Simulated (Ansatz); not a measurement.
Ge₂NH₇⁺, that is (H3Ge)2NH with one electron fewer. The state is a doublet with charge 1. Geometry PBE0-D4/def2-SVP, that of the neutral singlet; atoms count from 1.

```xyz
10

Ge   -0.546    0.511   -1.464
H    -1.765    0.018   -2.268
H    -0.818    1.891   -0.841
H     0.668    0.618   -2.418
N    -0.268   -0.649   -0.069
Ge    0.588   -0.274    1.510
H     0.098   -1.276    2.574
H     0.202    1.166    1.890
H     2.129   -0.372    1.407
H    -0.287   -1.633   -0.321
```

**Question.** Estimate the Mulliken populations from the PBE0/def2-TZVP orbitals of Ansatz.

**Answer.** 
| atom | charge (e) | spin (α − β) |
| --- | --- | --- |
| Ge1 | 0.12 | -0.05 |
| H2 | 0.12 | 0.03 |
| H3 | 0.11 | 0.01 |
| H4 | 0.14 | 0.11 |
| N5 | -0.30 | 0.82 |
| Ge6 | 0.12 | -0.05 |
| H7 | 0.12 | 0.03 |
| H8 | 0.11 | 0.01 |
| H9 | 0.14 | 0.11 |
| H10 | 0.31 | -0.02 |
Mulliken values depend strongly on the basis.

**Question.** Where does the spin sit?

**Answer.** Summed by element: Ge -0.09, H 0.28, N 0.82, of 1 unpaired in all. Largest on single atoms: N5 0.82, H9 0.11, H4 0.11.

**Question.** And the Mayer bond orders between heavy atoms (over 0.3)?

**Answer.** Ge1–N5 0.86 (1.83 Å); N5–Ge6 0.86 (1.84 Å).
